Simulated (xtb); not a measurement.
xtb input (GFN2-xTB):

```bash
xtb mol.xyz --gfn 2 --sp --chrg 0 --uhf 0
```
mol.xyz:
```
10

C     -1.34704634     0.07006176    -0.03643175
C     -0.68330744    -1.14269129     0.07816630
N      0.64648208    -1.22242014     0.11499791
C      1.30536102    -0.06789365     0.03530434
N      0.77497696     1.14848808    -0.07655362
C     -0.55595447     1.20714703    -0.11168294
H     -2.42637764     0.12619928    -0.06562297
H     -1.22895778    -2.07827918     0.14248025
H      2.38821666    -0.12421448     0.06459088
H     -0.99741119     2.19407573    -0.20269385
```

End of the output:

```
         :::::::::::::::::::::::::::::::::::::::::::::::::::::
         ::                     SUMMARY                     ::
         :::::::::::::::::::::::::::::::::::::::::::::::::::::
         :: total energy             -16.422332775835 Eh    ::
         :: gradient norm              0.022325229280 Eh/a0 ::
         :: HOMO-LUMO gap              2.669289670186 eV    ::
         ::.................................................::
         :: SCC energy               -16.668970879730 Eh    ::
         :: -> isotropic ES            0.014735613575 Eh    ::
         :: -> anisotropic ES          0.003086888756 Eh    ::
         :: -> anisotropic XC          0.020874253462 Eh    ::
         :: -> dispersion             -0.006504484521 Eh    ::
         :: repulsion energy           0.246638103895 Eh    ::
         :: add. restraining           0.000000000000 Eh    ::
         :: total charge              -0.000000000000 e     ::
         :::::::::::::::::::::::::::::::::::::::::::::::::::::

           -------------------------------------------------
          |                Property Printout                |
           -------------------------------------------------

    * Orbital Energies and Occupations

         #    Occupation            Energy/Eh            Energy/eV
      -------------------------------------------------------------
         1        2.0000           -0.6865135             -18.6810
       ...           ...                  ...                  ...
         3        2.0000           -0.6484168             -17.6443
         4        2.0000           -0.6113958             -16.6369
         5        2.0000           -0.6071090             -16.5203
         6        2.0000           -0.5541146             -15.0782
         7        2.0000           -0.5450742             -14.8322
         8        2.0000           -0.5357784             -14.5793
         9        2.0000           -0.5158933             -14.0382
        10        2.0000           -0.4914583             -13.3733
        11        2.0000           -0.4815508             -13.1037
        12        2.0000           -0.4702211             -12.7954
        13        2.0000           -0.4469056             -12.1609
        14        2.0000           -0.4114023             -11.1948
        15        2.0000           -0.3754019             -10.2152 (HOMO)
        16                         -0.2773073              -7.5459 (LUMO)
        17                         -0.2649330              -7.2092
        18                         -0.1405286              -3.8240
        19                          0.1005768               2.7368
        20                          0.1145100               3.1160
        21                          0.1473087               4.0085
        22                          0.1541087               4.1935
        23                          0.2602075               7.0806
        24                          0.2708749               7.3709
        25                          0.3862601              10.5107
        26                          0.3900065              10.6126
       ...                                ...                  ...
        28                          0.5799495              15.7812
      -------------------------------------------------------------
                  HL-Gap            0.0980946 Eh            2.6693 eV
             Fermi-level           -0.3263546 Eh           -8.8806 eV

     #   Z          covCN         q      C6AA      α(0)
     1   6 C        2.903    -0.045    29.127     8.849
     2   6 C        2.924     0.080    26.206     8.395
     3   7 N        1.832    -0.227    26.806     7.672
     4   6 C        2.909     0.149    24.760     8.159
     5   7 N        1.832    -0.227    26.806     7.672
     6   6 C        2.924     0.080    26.206     8.395
     7   1 H        0.926     0.044     2.402     2.423
     8   1 H        0.925     0.047     2.363     2.404
     9   1 H        0.925     0.053     2.288     2.366
    10   1 H        0.925     0.047     2.363     2.404

 Mol. C6AA /au·bohr⁶  :       1373.882226
 Mol. C8AA /au·bohr⁸  :      32634.740047
 Mol. α(0) /au        :         58.739348

Wiberg/Mayer (AO) data.
largest (>0.10) Wiberg bond orders for each atom

 ---------------------------------------------------------------------------
     #   Z sym  total        # sym  WBO       # sym  WBO       # sym  WBO
 ---------------------------------------------------------------------------
     1   6 C    3.992 --     2 C    1.431     6 C    1.431     7 H    0.969
                             4 C    0.117
     2   6 C    3.977 --     3 N    1.434     1 C    1.431     8 H    0.963
                             5 N    0.108
     3   7 N    3.062 --     2 C    1.434     4 C    1.431     6 C    0.108
     4   6 C    3.965 --     3 N    1.431     5 N    1.431     9 H    0.958
                             1 C    0.117
     5   7 N    3.062 --     6 C    1.434     4 C    1.431     2 C    0.108
     6   6 C    3.977 --     5 N    1.434     1 C    1.431    10 H    0.963
                             3 N    0.108
     7   1 H    0.998 --     1 C    0.969
     8   1 H    0.998 --     2 C    0.963
     9   1 H    0.997 --     4 C    0.958
    10   1 H    0.998 --     6 C    0.963
 ---------------------------------------------------------------------------

Topologies differ in total number of bonds
Writing topology from bond orders to xtbtopo.mol

molecular dipole:
                 x           y           z       tot (Debye)
 q only:       -0.473       0.025      -0.013
   full:       -0.890       0.046      -0.024       2.266
molecular quadrupole (traceless):
                xx          xy          yy          xz          yz          zz
 q only:        2.394      -0.186      -1.168       0.098      -0.009      -1.225
  q+dip:        4.172      -0.327      -2.105       0.169      -0.005      -2.067
   full:        3.055      -0.359      -3.645       0.085       0.341       0.589

           -------------------------------------------------
          | TOTAL ENERGY              -16.422332775835 Eh   |
          | GRADIENT NORM               0.022325229280 Eh/α |
          | HOMO-LUMO GAP               2.669289670186 eV   |
           -------------------------------------------------

------------------------------------------------------------------------
Note: The following floating-point exceptions are signalling: IEEE_UNDERFLOW_FLAG IEEE_DENORMAL
normal termination of xtb
------------------------------------------------------------------------
 total:
 SCF:
```
